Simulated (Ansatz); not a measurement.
perfluoropentacene, `Fc1c(F)c(F)c2c(F)c3c(F)c4c(F)c5c(F)c(F)c(F)c(F)c5c(F)c4c(F)c3c(F)c2c1F`, relaxed as a singlet with RKS r2SCAN-D4/def2-SVP in Ansatz, starting from the GFN2-xTB geometry. Force threshold 0.03 eV/Å.

Single mean-field runs in def2-SVP are fitted with def2-universal-jkfit.

Start:

```
atom   x (Å)   y (Å)   z (Å)
  F1  -1.772   3.078   6.512
  C2  -1.713   2.829   5.206
  C3  -2.467   3.644   4.323
  F4  -3.206   4.625   4.835
  C5  -2.432   3.417   2.974
  F6  -3.148   4.198   2.168
  C7  -1.642   2.365   2.421
  C8  -1.585   2.104   1.055
  F9  -2.298   2.862   0.227
 C10  -0.801   1.065   0.508
 C11  -0.739   0.799  -0.868
 F12  -1.448   1.559  -1.696
 C13   0.038  -0.237  -1.405
 C14   0.104  -0.510  -2.789
 F15  -0.599   0.255  -3.618
 C16   0.874  -1.542  -3.317
 C17   0.940  -1.815  -4.716
 F18   0.238  -1.070  -5.567
 C19   1.712  -2.834  -5.204
 F20   1.773  -3.083  -6.510
 C21   2.468  -3.645  -4.321
 F22   3.209  -4.626  -4.831
 C23   2.429  -3.418  -2.972
 F24   3.147  -4.196  -2.165
 C25   1.638  -2.366  -2.422
 C26   1.581  -2.106  -1.055
 F27   2.290  -2.865  -0.227
 C28   0.804  -1.062  -0.509
 C29   0.743  -0.795   0.867
 F30   1.449  -1.557   1.696
 C31  -0.033   0.243   1.404
 C32  -0.100   0.514   2.787
 F33   0.609  -0.246   3.615
 C34  -0.875   1.542   3.316
 C35  -0.942   1.812   4.716
 F36  -0.245   1.061   5.566
```

```tsv
step	energy (eV)	largest force component (eV/Å)	SCF passes
1	-60772.5177	0.427	20
2	-60772.5683	0.180	23
3	-60772.5762	0.051	23
4	-60772.5764	0.005	17
```

Force components are those of the run's own axes.

End:

| atom | x (Å) | y (Å) | z (Å) |
| --- | --- | --- | --- |
| F1 | -1.7813 | 3.0963 | 6.5187 |
| C2 | -1.7177 | 2.8404 | 5.2207 |
| C3 | -2.4752 | 3.6553 | 4.3344 |
| F4 | -3.2077 | 4.6313 | 4.8493 |
| C5 | -2.4449 | 3.4326 | 2.9798 |
| F6 | -3.1706 | 4.2226 | 2.1974 |
| C7 | -1.6522 | 2.3770 | 2.4272 |
| C8 | -1.5921 | 2.1148 | 1.0568 |
| F9 | -2.3016 | 2.8790 | 0.2329 |
| C10 | -0.8089 | 1.0711 | 0.5068 |
| C11 | -0.7461 | 0.8038 | -0.8738 |
| F12 | -1.4532 | 1.5644 | -1.7012 |
| C13 | 0.0341 | -0.2354 | -1.4148 |
| C14 | 0.1011 | -0.5092 | -2.8025 |
| F15 | -0.6044 | 0.2495 | -3.6350 |
| C16 | 0.8760 | -1.5415 | -3.3358 |
| C17 | 0.9413 | -1.8156 | -4.7388 |
| F18 | 0.2542 | -1.0858 | -5.6096 |
| C19 | 1.7166 | -2.8414 | -5.2206 |
| F20 | 1.7793 | -3.0980 | -6.5184 |
| C21 | 2.4740 | -3.6563 | -4.3342 |
| F22 | 3.2059 | -4.6328 | -4.8490 |
| C23 | 2.4442 | -3.4331 | -2.9797 |
| F24 | 3.1695 | -4.2234 | -2.1973 |
| C25 | 1.6522 | -2.3770 | -2.4273 |
| C26 | 1.5926 | -2.1143 | -1.0569 |
| F27 | 2.3021 | -2.8786 | -0.2330 |
| C28 | 0.8099 | -1.0702 | -0.5069 |
| C29 | 0.7472 | -0.8028 | 0.8736 |
| F30 | 1.4542 | -1.5635 | 1.7010 |
| C31 | -0.0329 | 0.2365 | 1.4147 |
| C32 | -0.1000 | 0.5101 | 2.8024 |
| F33 | 0.6060 | -0.2481 | 3.6348 |
| C34 | -0.8757 | 1.5418 | 3.3358 |
| C35 | -0.9415 | 1.8153 | 4.7389 |
| F36 | -0.2546 | 1.0854 | 5.6096 |

By distances, no bond broke or formed. The bond that changes most is C7–C34, from 1.44 to 1.46 Å (atoms count from 1).

No frequencies were taken in this run, so the end may be a saddle point.

Hardware: 8 threads of Intel Xeon Platinum 8259CL on a shared host. Wall time 69 s, peak host memory 2.3 GiB.
